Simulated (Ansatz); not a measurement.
`B[SiH](F)Cl` + CH₃SH → `CS[SiH](F)Cl` + BH₃ at 298.15 K and 1 bar (cleavage of the Si–B bond).

Gas-phase electronic energies from Ansatz, PBE0-D4/def2-TZVP geometries. CCSD(T)/CBS adds triple-zeta CCSD(T) − MP2 to the extrapolated MP2 energy (def2 sets, frozen cores). This one scheme is used for every species. Each species was taken in one conformer, which may not be the lowest.

```csv
species,CCSD(T)/CBS energy (Eh),H − E (kJ/mol),S (J/(mol·K))
`B[SiH](F)Cl`,-875.32432,106.0,323.0
CH₃SH,-438.22835,133.0,253.2
`CS[SiH](F)Cl`,-1287.03339,161.4,363.2
BH₃,-26.55200,78.7,188.3
```

H − E and S are ideal-gas, rigid-rotor, harmonic terms from PBE0-D4/def2-TZVP, for one conformer and one mirror image of each species. 1 Eh = 2625.50 kJ/mol, R = 8.31446 J/(mol·K).

**Question.** By hand: ΔE, ΔH, ΔS and ΔG.

**Answer.** ΔE = (-1287.03339) + (-26.55200) − (-875.32432) − (-438.22835) = -0.03272 Eh = -85.9 kJ/mol. Δ(H − E) = 161.4 + 78.7 − 106.0 − 133.0 = 1.1, so ΔH = -84.8 kJ/mol. ΔS = 363.2 + 188.3 − 323.0 − 253.2 = -24.7 J/(mol·K). ΔG = -84.8 − 298.15 × (-24.7)/1000 = -77.4 kJ/mol.

**Question.** By hand: the equilibrium constant, and the temperature at which ΔG would vanish if ΔH and ΔS stayed fixed.

**Answer.** log₁₀ K = −ΔG/(RT ln 10) = 13.6. ΔG = 0 at ΔH/ΔS = 3433 K, far beyond where these terms or the molecules hold.

ΔH outweighs TΔS. A doubt of 5 kJ/mol in ΔE shifts log₁₀ K by 0.9 here. Other conformers and mirror images would add mixing entropy, several J/(mol·K) or more a flexible species. Modes under 60 cm⁻¹, often nearly free rotors, make the harmonic entropy too high. These are equilibria of isolated gas molecules and say nothing of rates. Largest T1 diagnostic: 0.011 (customary marks: 0.02 for closed shells, 0.045 for open ones).
